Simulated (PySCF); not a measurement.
C 1s core levels and what the atom is bonded to

Gas-phase molecules, one conformer each, relaxed by PBE0-D3(BJ)/def2-SVP with no frequency check. Core levels by delta-SCF with SCAN, pcX-2 on the ionised atom and pcseg-1 elsewhere, spin-free X2C; energies from the vacuum level.

The core-hole state of OC(O)(Cl)Cl is spin-contaminated (⟨S²⟩ 0.79 against 0.75 for a pure doublet), so that value and differences from it are less sure.

```
                    structure (SMILES)              C bonded to  mean electronegativity of these (Pauling)  C 1s (eV)
C[BH-]1[PH2+][BH2-][PH2+][BH2-][PH2+]1                1 B + 3 H                                       2.16     289.60
             [SiH3]NC([SiH3])([SiH3])S         1 N + 1 S + 2 Si                                       2.35     291.40
                                   CCl               1 Cl + 3 H                                       2.44          ?
                   OC(F)([SiH3])[SiH3]         1 F + 1 O + 2 Si                                       2.81     293.39
                   [SiH3]CC(Cl)O[SiH3]   1 C + 1 Cl + 1 O + 1 H                                       2.84     293.94
                C[C](F)([GeH3])N[SiH3]   1 C + 1 F + 1 Ge + 1 N                                       2.90     293.16
            OC([SiH3])(N[SiH3])O[SiH3]         1 N + 2 O + 1 Si                                       2.95     294.07
                       OC(F)([SiH3])Cl  1 Cl + 1 F + 1 O + 1 Si                                       3.12     295.74
                           OC(O)(Cl)Cl               2 Cl + 2 O                                       3.30     297.24
```

**Question.** Fit a straight line to the complete rows and predict the core level of C in CCl, bonded to 1 Cl + 3 H.

**Answer.** E = 276.458 + 6.102·χ (8 points, rms 0.51 eV, correlation 0.974). At 2.44 this gives 291.35 eV; the calculation itself gave 292.64 eV, so the fit is off by 1.29.

For scale, for CCl: run time: 3.6 s on 1 thread of Arm Neoverse V1 (aarch64), shared host, peak memory 0.41 GiB, launched as `OMP_NUM_THREADS=1 python cluster_run.py task.json out`.
